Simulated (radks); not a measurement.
Results of a calculation; reference values are marked as such.
Species: the chlorine ion Cl+. Configuration: [Ne] 3s2 3p4. Code: a radial shooting solver on a logarithmic mesh with Libxc functionals. Model: Dirac Kohn-Sham, PBE, spin-unpolarised, spherical densities, finite nucleus; open shells are shared between the two j in proportion to 2j + 1; Fermi nuclear charge, rms radius 3.3654 fm.

Unscreened Slater integrals over Kohn-Sham orbitals (hartree). Large and small components are both included.

integral            value
F0(3p3/2,3p3/2)   0.52995
F2(3p3/2,3p3/2)   0.26596
F0(3p3/2,3p1/2)   0.53112
G2(3p3/2,3p1/2)   0.26649
F0(3p3/2,3s1/2)   0.56413
G1(3p3/2,3s1/2)   0.37220
F0(3p3/2,2p3/2)   0.72527
F2(3p3/2,2p3/2)   0.12165
G0(3p3/2,2p3/2)  0.048099
G2(3p3/2,2p3/2)  0.048144
F0(3p1/2,3p1/2)   0.53230
F0(3p1/2,3s1/2)   0.56554
G1(3p1/2,3s1/2)   0.37354
F0(3p1/2,2p3/2)   0.72824
G2(3p1/2,2p3/2)  0.048232
F0(3s1/2,3s1/2)   0.60555
F0(3s1/2,2p3/2)   0.80663
G1(3s1/2,2p3/2)  0.059676
F0(2p3/2,2p3/2)    2.2510
F2(2p3/2,2p3/2)    1.0447
